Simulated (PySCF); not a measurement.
**Radial density of F (fluorine, neutral)**

PBE0, [He] 2s2 2p5, 2P determinant. Computed with PySCF 2.14 in def2-SVP (3s2p1d, 14 functions), with the non-relativistic Hamiltonian (point nucleus).

```json
{"r (bohr)": "0.00298", "4πr²ρ (e/bohr)": "0.04462", "4πr²(ρα − ρβ)": "0.0000"}
{"r (bohr)": "0.00500", "4πr²ρ (e/bohr)": "0.1245", "4πr²(ρα − ρβ)": "0.0001"}
{"r (bohr)": "0.00842", "4πr²ρ (e/bohr)": "0.3393", "4πr²(ρα − ρβ)": "0.0003"}
{"r (bohr)": "0.0142", "4πr²ρ (e/bohr)": "0.8761", "4πr²(ρα − ρβ)": "0.0008"}
{"r (bohr)": "0.0238", "4πr²ρ (e/bohr)": "2.067", "4πr²(ρα − ρβ)": "0.0018"}
{"r (bohr)": "0.0401", "4πr²ρ (e/bohr)": "4.398", "4πr²(ρα − ρβ)": "0.0040"}
{"r (bohr)": "0.0674", "4πr²ρ (e/bohr)": "7.640", "4πr²(ρα − ρβ)": "0.0093"}
{"r (bohr)": "0.113", "4πr²ρ (e/bohr)": "9.728", "4πr²(ρα − ρβ)": "0.0314"}
{"r (bohr)": "0.191", "4πr²ρ (e/bohr)": "7.557", "4πr²(ρα − ρβ)": "0.1331"}
{"r (bohr)": "0.321", "4πr²ρ (e/bohr)": "4.207", "4πr²(ρα − ρβ)": "0.4112"}
{"r (bohr)": "0.539", "4πr²ρ (e/bohr)": "5.375", "4πr²(ρα − ρβ)": "0.8386"}
{"r (bohr)": "0.907", "4πr²ρ (e/bohr)": "5.809", "4πr²(ρα − ρβ)": "0.8061"}
{"r (bohr)": "1.53", "4πr²ρ (e/bohr)": "2.376", "4πr²(ρα − ρβ)": "0.3032"}
{"r (bohr)": "2.57", "4πr²ρ (e/bohr)": "0.3279", "4πr²(ρα − ρβ)": "0.0435"}
{"r (bohr)": "4.32", "4πr²ρ (e/bohr)": "0.0005433", "4πr²(ρα − ρβ)": "0.0001"}
```
